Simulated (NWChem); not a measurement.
The numbers come from NWChem runs, not from measurements. System: benzenedithiol (C$_{6}$H$_{6}$S$_{2}$), charge 0, spin multiplicity 1, at a geometry optimised with B3LYP/def2-SVP. Level: G0W0@PBE0/def2-SVP, RI basis def2-svp-rifit.

The NWChem input:

```
start mol
memory heap 200 mb stack 700 mb global 1700 mb
geometry units angstroms nocenter noautoz
  S      3.194269     0.000000    -0.081981
  C      1.415111     0.000000     0.003638
  C      0.698171     0.000000     1.209034
  C     -0.698171     0.000000     1.209034
  C     -1.415111     0.000000     0.003638
  S     -3.194269     0.000000    -0.081981
  C     -0.696704     0.000000    -1.203804
  C      0.696704     0.000000    -1.203804
  H      3.419310     0.000000     1.250436
  H      1.227325     0.000000     2.165448
  H     -1.227325     0.000000     2.165448
  H     -3.419310     0.000000     1.250436
  H     -1.231138     0.000000    -2.157396
  H      1.231138     0.000000    -2.157396
  symmetry group C2v
end
basis spherical
  * library def2-svp
end
basis "ri basis" bse spherical
  * library def2-svp-rifit
end
dft
  xc pbe0
  iterations 100
  direct
  tolerances tight
end
task dft energy
gw
  states alpha occ 4 vir 2
end
task dft gw
```

Output (cleaned and shortened):

```
             Northwest Computational Chemistry Package (NWChem) 7.3.0
             --------------------------------------------------------

                                NWChem Input Module
                                -------------------

 Scaling coordinates for geometry "geometry" by  1.889725989
 (inverse scale =  0.529177249)

 Turning off AUTOSYM since
 SYMMETRY directive was detected!

                             Geometry "geometry" -> ""
                             -------------------------

 Output coordinates in angstroms (scale by  1.889725989 to convert to a.u.)

  No.       Tag          Charge          X              Y              Z
 ---- ---------------- ---------- -------------- -------------- --------------
    1 S                   16.0000     3.19426900     0.00000000    -0.08198100
    2 C                    6.0000     1.41511100     0.00000000     0.00363800
    3 C                    6.0000     0.69817100     0.00000000     1.20903400
    4 C                    6.0000    -0.69817100     0.00000000     1.20903400
    5 C                    6.0000    -1.41511100     0.00000000     0.00363800
    6 S                   16.0000    -3.19426900     0.00000000    -0.08198100
    7 C                    6.0000    -0.69670400     0.00000000    -1.20380400
    8 C                    6.0000     0.69670400     0.00000000    -1.20380400
    9 H                    1.0000     3.41931000     0.00000000     1.25043600
   10 H                    1.0000     1.22732500     0.00000000     2.16544800
   11 H                    1.0000    -1.22732500     0.00000000     2.16544800
   12 H                    1.0000    -3.41931000     0.00000000     1.25043600
   13 H                    1.0000    -1.23113800     0.00000000    -2.15739600
   14 H                    1.0000     1.23113800     0.00000000    -2.15739600

 Effective nuclear repulsion energy (a.u.)     453.1166687733

            Nuclear Dipole moment (a.u.)
            ----------------------------
        X                 Y               Z
 ---------------- ---------------- ----------------
    -0.0000000000     0.0000000000    -0.0000000000

      Symmetry information
      --------------------

 Group name             C2v
 Group number             16
 Group order               4
 No. of unique centers     7

      Symmetry unique atoms

     1    2    3    7    9   10   13


 Summary of "ao basis" -> "" (spherical)
 ------------------------------------------------------------------------------
       Tag                 Description            Shells   Functions and Types
 ---------------- ------------------------------  ------  ---------------------
 *                          def2-svp                  on all atoms

 new library libraries.bse/

 Summary of "ri basis" -> "" (spherical)
 ------------------------------------------------------------------------------
       Tag                 Description            Shells   Functions and Types
 ---------------- ------------------------------  ------  ---------------------
 *                       def2-svp-rifit               on all atoms

                                 NWChem DFT Module
                                 -----------------

 Summary of "ao basis" -> "ao basis" (spherical)
 ------------------------------------------------------------------------------
       Tag                 Description            Shells   Functions and Types
 ---------------- ------------------------------  ------  ---------------------
 S                          def2-svp                 8       18   4s3p1d
[...]
    12      0.401372   1 S  py               86     -0.401372   6 S  py
     9      0.256027   1 S  py               83     -0.256027   6 S  py
    23     -0.231447   2 C  py               65      0.231447   5 C  py
    26     -0.173129   2 C  py               68      0.173129   5 C  py
    37     -0.149055   3 C  py               51      0.149055   4 C  py

 Vector   38  Occ=0.000000D+00  E=-1.736099D-02  Symmetry=a2
              MO Center=  3.1D-15,  3.7D-17,  4.1D-03, r^2= 3.5D+00
   Bfn.  Coefficient  Atom+Function         Bfn.  Coefficient  Atom+Function
  ----- ------------  ---------------      ----- ------------  ---------------
    40      0.447845   3 C  py               54     -0.447845   4 C  py
   100      0.442097   7 C  py              114     -0.442097   8 C  py
    37      0.316358   3 C  py               51     -0.316358   4 C  py
    97      0.316639   7 C  py              111     -0.316639   8 C  py
    29      0.033564   2 C  d -1             71     -0.033564   5 C  d -1

 Vector   39  Occ=0.000000D+00  E=-1.121179D-02  Symmetry=b2
              MO Center= -1.9D-14, -4.0D-15, -4.1D-03, r^2= 4.5D+00
   Bfn.  Coefficient  Atom+Function         Bfn.  Coefficient  Atom+Function
  ----- ------------  ---------------      ----- ------------  ---------------
    26      0.516107   2 C  py               68      0.516107   5 C  py
    23      0.380888   2 C  py               65      0.380888   5 C  py
    40     -0.248287   3 C  py               54     -0.248287   4 C  py
   100     -0.246144   7 C  py              114     -0.246144   8 C  py
    12     -0.241428   1 S  py               86     -0.241428   6 S  py

 Vector   40  Occ=0.000000D+00  E= 1.318772D-02  Symmetry=a1
              MO Center= -4.6D-13,  3.8D-15,  5.2D-01, r^2= 1.2D+01
   Bfn.  Coefficient  Atom+Function         Bfn.  Coefficient  Atom+Function
  ----- ------------  ---------------      ----- ------------  ---------------
    21      0.544951   2 C  s                63      0.544951   5 C  s
   122     -0.541049   9 H  s               137     -0.541049  12 H  s
   127     -0.464342  10 H  s               132     -0.464342  11 H  s
    11      0.457483   1 S  px               85     -0.457483   6 S  px
    13      0.403755   1 S  pz               87      0.403755   6 S  pz

 center of mass
 --------------
 x =   0.00000000 y =   0.00000000 z =  -0.03317477

 moments of inertia (a.u.)
 ------------------
         329.370028922292           0.000000000000           0.000000000000
           0.000000000000        3020.208025323527           0.000000000000
           0.000000000000           0.000000000000        2690.837996401235

     Multipole analysis of the density
     ---------------------------------

     L   x y z        total         alpha         beta         nuclear
     -   - - -        -----         -----         ----         -------
     0   0 0 0      0.000000    -37.000000    -37.000000     74.000000

     1   1 0 0      0.000000      0.000000      0.000000     -0.000000
     1   0 1 0     -0.000000     -0.000000     -0.000000      0.000000
     1   0 0 1      0.706052      0.353026      0.353026     -0.000000

     2   2 0 0    -45.430726   -721.999925   -721.999925   1398.569124
     2   1 1 0      0.000000      0.000000      0.000000      0.000000
     2   1 0 1      0.000000      0.000000      0.000000      0.000000
     2   0 2 0    -49.763685    -24.881842    -24.881842      0.000000
     2   0 1 1     -0.000000     -0.000000     -0.000000      0.000000
     2   0 0 2    -39.195141   -121.302089   -121.302089    203.409037

 Task  times  cpu:        9.7s     wall:        9.7s

                                NWChem Input Module
                                -------------------

                                 NWChem GW Module
                                 ----------------

                             ***********************
                             ***        GW       ***
                             ***********************

 Summary of "ri basis" -> "ri basis" (spherical)
 ------------------------------------------------------------------------------
       Tag                 Description            Shells   Functions and Types
 ---------------- ------------------------------  ------  ---------------------
 S                       def2-svp-rifit             20       62   8s5p5d2f
 C                       def2-svp-rifit             16       48   6s5p4d1f
 H                       def2-svp-rifit              6       14   3s2p1d

                 Memory Information
                 ------------------
          Available GA per process is          1699.8 MBs
          Available stack per process is        700.0 MBs
          Available heap per process is           0.0 MBs

          Peak memory in Initialization
              Peak GA per process is                 24.0 MBs
              Peak stack per process is               0.2 MBs
              Peak heap per process is               24.7 MBs
              Memory not in MA per process            0.0 MBs

          Peak memory in AFF Calculation
              Peak GA per process is                171.0 MBs
              Peak stack per process is             133.4 MBs
              Peak heap per process is                0.0 MBs
              Memory not in MA per process          133.4 MBs

          Computing 2-center integrals
          Computing Inverse Cholesky factor
          Computing 3-center integrals
          Computing V_xc ...

          Computing Sigma_x
          Computing RPA polarizability
          Solving quasiparticle equations

                  Alpha Orbitals
          State     Energy (eV)     Error (eV)
          -----------------------------------
@GW        34        -10.491           0.003
@GW        35         -8.866           0.003
@GW        36         -8.703           0.003
@GW        37         -7.140           0.003
@GW        38          1.665           0.005
@GW        39          1.802           0.005

   Applying  -1.2309 eV scissor-shift to rest of particle states

   Applying   2.1372 eV scissor-shift to rest of hole states

     GW Timing Statistics
   ------------------------
   Init.   :          0.0s
     ERIs  :          1.5s
     Distr.:          0.0s
     Vxc   :          1.2s
   Sigma_x :          0.0s
   RPA     :         11.4s
   Wmn     :          0.1s
   Sigma_c :          0.0s
   GW total:         14.3s

 Task  times  cpu:       14.3s     wall:       14.3s

 Total times  cpu:       24.0s     wall:       24.0s
```
